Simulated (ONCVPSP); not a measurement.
## Which change was made? (Tm, ONCV)

thulium (Tm), optimised norm-conserving Vanderbilt (ONCV), made with ONCVPSP 4.0.1 (PBEsol, scalar-relativistic). Core [Kr] 4d10, reference 4f13 5s2 5p6 6s2. Waves: 5s+6s: rc 1.65 bohr, ncon 3, nbas 7, qcut 6 1/bohr, 2 projectors; 5p: rc 2.05 bohr, ncon 3, nbas 8, qcut 6.7 1/bohr, 2 projectors, debl 2.1 Ha; d scattering state at 0.14 Ha: rc 2.10 bohr, ncon 5, nbas 8, qcut 4.1 1/bohr, 2 projectors, debl 2.6 Ha; 4f: rc 0.80 bohr, ncon 4, nbas 8, qcut 21.3 1/bohr, 2 projectors, debl 0.7 Ha. Local part: polynomial inside 0.70 bohr (lpopt 1, dvloc0 -1 Ha). Core correction: Teter function, fcfact 5.5, rcfact 1.45.

In the d channel the program set the typed energies aside and used 0.050, 2.650 Ha.

Cutoffs, loose and tight: the cutoffs (Ha) at which the residual kinetic energy of the hardest occupied pseudo-wave falls to 1 and 0.1 mHa per electron. They do not see the model core or the augmentation charge, which bear on the density cutoff. Test errors are all-electron minus pseudo excitation energies from the reference, over the configurations 4f13 5s2 5p6 6s1; 4f13 5s2 5p6 6s0; 4f12 5s2 5p6 6s0; 4f13 5s2 5p6 6s1 6p1; variants that change the core or the reference have their own tests.

The base gives: outcome: generated, projector energies reset by the program; cutoff, loose: 193 Ha; cutoff, tight: 320 Ha; bound ghosts: s, p; GHOST(+) flags above zero: d; largest test error (meV): tests left out (the all-electron energies of this program are off by 10 to 40 meV for near-neutral 4f atoms).

Problem. After one change the result is: outcome: generated, projector energies reset by the program; cutoff, loose: 488 Ha; cutoff, tight: 1053 Ha; bound ghosts: s, p; GHOST(+) flags above zero: s, d; largest test error (meV): tests left out (the all-electron energies of this program are off by 10 to 40 meV for near-neutral 4f atoms). Which change was it?
A. all radii but the core radius scaled by about 0.77 (s 1.28, p 1.58, d 1.62, f 0.62 bohr); local potential polynomial inside 0.54 bohr (lpopt 1, dvloc0 -1 Ha)
B. all radii but the core radius scaled by about 1.08 (s 1.78, p 2.22, d 2.26, f 0.86 bohr); local potential polynomial inside 0.76 bohr (lpopt 1, dvloc0 -1 Ha)
C. all radii but the core radius scaled by about 1.31 (s 2.16, p 2.68, d 2.74, f 1.04 bohr); local potential polynomial inside 0.92 bohr (lpopt 1, dvloc0 -1 Ha)

Solution. A. The others give: all radii but the core radius scaled by about 1.08 (s 1.78, p 2.22, d 2.26, f 0.86 bohr); local potential polynomial inside 0.76 bohr (lpopt 1, dvloc0 -1 Ha) → outcome: generated, projector energies reset by the program; cutoff, loose: 181 Ha; cutoff, tight: 217 Ha; bound ghosts: s; GHOST(+) flags above zero: p; largest test error (meV): tests left out (the all-electron energies of this program are off by 10 to 40 meV for near-neutral 4f atoms) | all radii but the core radius scaled by about 1.31 (s 2.16, p 2.68, d 2.74, f 1.04 bohr); local potential polynomial inside 0.92 bohr (lpopt 1, dvloc0 -1 Ha) → outcome: failed: ERROR pspot: first pseudo wave function has node, program will stop.
